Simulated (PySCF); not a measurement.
Compound: C5H14OSi2.
Atom-mapped SMILES: `[CH3:1][CH2:2][CH2:3][Si:4]1([O:5][SiH3:6])[CH2:7][CH2:8]1` (hydrogens: H9, H10, H11 on C1; H12, H13 on C2; H14, H15 on C3; H16, H17, H18 on Si6; H19, H20 on C7; H21, H22 on C8)

The same species was optimised twice, with GFN2-xTB and with PBE0-D3(BJ)/def2-SVP (PySCF), and the same property calculations (PySCF, gas phase) were run on both structures.

```csv
coordinate,GFN2-xTB,PBE0-D3(BJ)/def2-SVP,change
Si4–C8 (Å),1.879,1.841,-0.038
Si4–C7 (Å),1.879,1.842,-0.037
Si4–O5 (Å),1.627,1.661,+0.034
O5–Si6 (Å),1.625,1.658,+0.033
C3–Si4 (Å),1.887,1.862,-0.025
C7–C8 (Å),1.559,1.572,+0.013
C2–C3 (Å),1.524,1.528,+0.004
C1–C2 (Å),1.524,1.521,-0.003
Si4–O5–Si6 (°),148.1,142.1,-6.0
C3–Si4–C8 (°),125.3,123.0,-2.3
C3–Si4–C7 (°),125.4,123.3,-2.1
C3–Si4–O5 (°),108.3,109.9,+1.6
C2–C3–Si4 (°),112.8,114.3,+1.5
C7–Si4–C8 (°),49.0,50.5,+1.5
C1–C2–C3 (°),111.7,113.2,+1.5
Si4–C7–C8 (°),65.5,64.7,-0.8
C1–C2–C3–Si4 (°),180,180,0
C2–C3–Si4–O5 (°),179,-179,+2
C3–Si4–O5–Si6 (°),-174,-175,-1
```

Rotational constants: A = 2439, B = 687.6, C = 570.8 MHz (GFN2-xTB) against A = 2632, B = 668.2, C = 567.6 MHz (PBE0-D3(BJ)/def2-SVP).

On the GFN2-xTB structure: HOMO (eV) -6.38 [PBE0/pcSseg-1]; LUMO (eV) 0.31 [PBE0/pcSseg-1]; dipole (D) 0.46 [PBE0/pcSseg-1]; GIAO shielding of C1 (ppm) 166.7 [PBE0/pcSseg-1]; GIAO shielding of C2 (ppm) 168.3 [PBE0/pcSseg-1]; GIAO shielding of C3 (ppm) 169.5 [PBE0/pcSseg-1]; GIAO shielding of Si4 (ppm) 409.0 [PBE0/pcSseg-1]; GIAO shielding of O5 (ppm) 337.3 [PBE0/pcSseg-1]; GIAO shielding of Si6 (ppm) 391.0 [PBE0/pcSseg-1]; GIAO shielding of C7/C8 (mean) (ppm) 188.4 [PBE0/pcSseg-1].

Question: What do these properties become on the PBE0-D3(BJ)/def2-SVP structure?

Answer: 
| property | level | on GFN2-xTB | on PBE0-D3(BJ)/def2-SVP | change |
| --- | --- | --- | --- | --- |
| HOMO (eV) | PBE0/pcSseg-1 | -6.38 | -6.57 | -0.19 |
| LUMO (eV) | PBE0/pcSseg-1 | 0.31 | 0.34 | +0.03 |
| dipole (D) | PBE0/pcSseg-1 | 0.46 | 0.69 | +0.23 |
| energy, GFN2-xTB geometry as zero (kcal/mol) | PBE0/pcSseg-1 | 0.0 | -3.6 | -3.6 |
| GIAO shielding of C1 (ppm) | PBE0/pcSseg-1 | 166.7 | 164.8 | -1.9 |
| GIAO shielding of C2 (ppm) | PBE0/pcSseg-1 | 168.3 | 166.7 | -1.6 |
| GIAO shielding of C3 (ppm) | PBE0/pcSseg-1 | 169.5 | 170.6 | +1.1 |
| GIAO shielding of Si4 (ppm) | PBE0/pcSseg-1 | 409.0 | 394.1 | -14.9 |
| GIAO shielding of O5 (ppm) | PBE0/pcSseg-1 | 337.3 | 335.2 | -2.1 |
| GIAO shielding of Si6 (ppm) | PBE0/pcSseg-1 | 391.0 | 391.3 | +0.3 |
| GIAO shielding of C7/C8 (mean) (ppm) | PBE0/pcSseg-1 | 188.4 | 187.9 | -0.5 |

The heavy atoms differ by 0.074 Å rms after alignment. Among bonds between heavy atoms Si4–C7 and Si4–C8 change most and about equally (-0.038 to -0.037 Å). Changes are differences of the printed values. Neither structure is proved a minimum here.

The values belong to the conformer `[CH3:1][CH2:2][CH2:3][Si:4]1([O:5][SiH3:6])[CH2:7][CH2:8]1`: C1–C2–C3–Si4 180°, C2–C3–Si4–O5 -179°, C3–Si4–O5–Si6 -175°.
